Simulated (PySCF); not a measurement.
## Radial density of Ag⁺ (silver, charge +1)

UHF, [Kr] 4d10, closed-shell 1S. Computed with PySCF 2.14 in x2c-SVPall (6s5p5d1f, 53 functions), with scalar relativity by spin-free X2C-1e.

| r (bohr) | 4πr²ρ (e/bohr) |
| --- | --- |
| 0.0260 | 59.02 |
| 0.0437 | 51.04 |
| 0.0734 | 68.61 |
| 0.124 | 68.60 |
| 0.208 | 51.70 |
| 0.349 | 54.87 |
| 0.588 | 17.33 |
| 0.989 | 18.38 |
| 1.66 | 5.890 |
| 2.80 | 0.6294 |
| 4.71 | 0.009859 |
| 7.91 | 2.376e-05 |

Densities and radii are taken from the X2C orbitals without a picture-change correction, which distorts them close to the nucleus.
